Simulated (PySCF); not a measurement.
# Electron correlation in Pb²⁺ (lead, charge +2)

[Xe] 4f14 5d10 6s1 6d1, 6s spin antiparallel (an excited configuration). Computed with PySCF 2.14 in aug-cc-pVTZ-PP with ECP60MDF (6s5p4d2f, 55 functions), with scalar relativity through the core potential. Frozen: 5s2 5p6 5d10; 2 electrons correlated.

Total MP2 correlation energy: -9.48 mhartree.

Same-spin part 0.00 and opposite-spin part -9.48 mhartree; SCS-MP2 scales them by 1/3 and 6/5 to -11.38 mhartree.
